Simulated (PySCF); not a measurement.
C₄H₉O, doublet, geometry from GFN2-xTB; PySCF with MP2/6-31G*.

PySCF was given this input:
```python
from pyscf import gto, scf, mp

mol = gto.M(
    atom='''
C     1.10185095    0.08952401   -1.00660030
C     0.01772599   -0.03721019    0.14273398
C    -1.00138603   -1.09986115   -0.33556832
C    -0.65591332    1.35163878    0.26062417
O     0.67474315   -0.39270925    1.22380168
H     0.60190441    0.38294788   -1.92343626
H     1.83273200    0.83483806   -0.71033671
H     1.59232464   -0.87111037   -1.12521481
H    -1.45005469   -0.80729159   -1.28040919
H    -1.77800021   -1.19526956    0.41962203
H    -0.51269828   -2.06411339   -0.44549336
H     0.07364055    2.09659039    0.56636893
H    -1.10446738    1.64502156   -0.68401894
H    -1.42699176    1.29551237    1.02536770
''',
    basis='6-31g*',
    spin=1,
    verbose=4,
)

mf = scf.UHF(mol)
mf.kernel()

pt = mp.MP2(mf, frozen=5)
pt.kernel()
print('E(MP2) = %.10f' % pt.e_tot)
```

Problem. Predict the main parts of the log of this PySCF run.

Solution. 
```
PySCF version 2.14.0

[INPUT] verbose = 4
[INPUT] num. atoms = 14
[INPUT] num. electrons = 41
[INPUT] charge = 0
[INPUT] spin (= nelec alpha-beta = 2S) = 1
[INPUT] symmetry False subgroup None
[INPUT] Mole.unit = angstrom
[INPUT] Symbol           X                Y                Z      unit          X                Y                Z       unit  Magmom
[INPUT]  1 C      1.101850950000   0.089524010000  -1.006600300000 AA    2.082196525592   0.169175860473  -1.902198883905 Bohr   0.0
[INPUT]  2 C      0.017725990000  -0.037210190000   0.142733980000 AA    0.033497266387  -0.070317068143   0.269728130869 Bohr   0.0
[INPUT]  3 C     -1.001386030000  -1.099861150000  -0.335568320000 AA   -1.892345341665  -2.078436348549  -0.634132220880 Bohr   0.0
[INPUT]  4 C     -0.655913320000   1.351638780000   0.260624170000 AA   -1.239496536254   2.554227113541   0.492508302742 Bohr   0.0
[INPUT]  5 O      0.674743150000  -0.392709250000   1.223801680000 AA    1.275079757926  -0.742112929083   2.312650005983 Bohr   0.0
[INPUT]  6 H      0.601904410000   0.382947880000  -1.923436260000 AA    1.137434488068   0.723666613183  -3.634767749458 Bohr   0.0
[INPUT]  7 H      1.832732000000   0.834838060000  -0.710336710000 AA    3.463361539726   1.577615291763  -1.342341838125 Bohr   0.0
[INPUT]  8 H      1.592324640000  -0.871110370000  -1.125214810000 AA    3.009057470997  -1.646160023569  -2.126347822205 Bohr   0.0
[INPUT]  9 H     -1.450054690000  -0.807291590000  -1.280409190000 AA   -2.740206229741  -1.525560007765  -2.419622696476 Bohr   0.0
[INPUT] 10 H     -1.778000210000  -1.195269560000   0.419622030000 AA   -3.359933446319  -2.258732113429   0.792970712534 Bohr   0.0
[INPUT] 11 H     -0.512698280000  -2.064113390000  -0.445493360000 AA   -0.968859333736  -3.900608997148  -0.841860440712 Bohr   0.0
[INPUT] 12 H      0.073640550000   2.096590390000   0.566368930000 AA    0.139160471162   3.961981632495   1.070282163163 Bohr   0.0
[INPUT] 13 H     -1.104467380000   1.645021560000  -0.684018940000 AA   -2.087140861716   3.108640217405  -1.292608460615 Bohr   0.0
[INPUT] 14 H     -1.426991760000   1.295512370000   1.025367700000 AA   -2.696623608411   2.448163570286   1.937664129975 Bohr   0.0

nuclear repulsion = 190.154823298791
number of shells = 48
number of NR pGTOs = 171
number of NR cGTOs = 88
basis = 6-31g*
ecp = {}

******** <class 'pyscf.scf.uhf.UHF'> ********
method = UHF
initial guess = minao
damping factor = 0
level_shift factor = 0
DIIS = <class 'pyscf.scf.diis.CDIIS'>
diis_start_cycle = 1
diis_space = 8
diis_damp = 0
SCF conv_tol = 1e-09
SCF conv_tol_grad = None
SCF max_cycles = 50
direct_scf = True
direct_scf_tol = 1e-13
number electrons alpha = 21  beta = 20
Set gradient conv threshold to 3.16228e-05
init E= -232.131278756857

cycle= 1 E= -231.274638394419  delta_E= 0.857  |g|= 0.57  |ddm|= 2.16
cycle= 2 E= -231.382996839109  delta_E= -0.108  |g|= 0.528  |ddm|= 0.84
cycle= 3 E= -231.491463778042  delta_E= -0.108  |g|= 0.107  |ddm|= 0.465
cycle= 4 E= -231.515019980306  delta_E= -0.0236  |g|= 0.065  |ddm|= 0.219
cycle= 5 E= -231.526557814139  delta_E= -0.0115  |g|= 0.0222  |ddm|= 0.183
cycle= 6 E= -231.527810416161  delta_E= -0.00125  |g|= 0.00794  |ddm|= 0.0588
cycle= 7 E= -231.527929579731  delta_E= -0.000119  |g|= 0.00396  |ddm|= 0.0182
cycle= 8 E= -231.527961121565  delta_E= -3.15e-05  |g|= 0.00209  |ddm|= 0.0101
cycle= 9 E= -231.527972641548  delta_E= -1.15e-05  |g|= 0.000868  |ddm|= 0.00721
cycle= 10 E= -231.52797467347  delta_E= -2.03e-06  |g|= 0.000425  |ddm|= 0.00291
cycle= 11 E= -231.527975141778  delta_E= -4.68e-07  |g|= 0.000236  |ddm|= 0.00116
cycle= 12 E= -231.52797526537  delta_E= -1.24e-07  |g|= 0.000148  |ddm|= 0.000583
cycle= 13 E= -231.527975314841  delta_E= -4.95e-08  |g|= 6.4e-05  |ddm|= 0.000354
cycle= 14 E= -231.527975328102  delta_E= -1.33e-08  |g|= 3.3e-05  |ddm|= 0.000204
cycle= 15 E= -231.527975331443  delta_E= -3.34e-09  |g|= 1.4e-05  |ddm|= 0.000106
cycle= 16 E= -231.527975331996  delta_E= -5.53e-10  |g|= 4.95e-06  |ddm|= 4.8e-05
Extra cycle  E= -231.527975332029  delta_E= -3.3e-11  |g|= 3.16e-06  |ddm|= 7.79e-06
converged SCF energy = -231.527975332029  <S^2> = 0.76046399  2S+1 = 2.0104368

******** <class 'pyscf.mp.ump2.UMP2'> ********
nocc = (np.int64(16), np.int64(15)), nmo = (83, 83)
frozen orbitals 5
E(UMP2) = -232.184999032425  E_corr = -0.657023700395678
E(SCS-UMP2) = -232.178030784739  E_corr = -0.650055452710161
E_corr(same-spin) = -0.159661139728445
E_corr(oppo-spin) = -0.497362560667233
E(MP2) = -232.1849990324
```
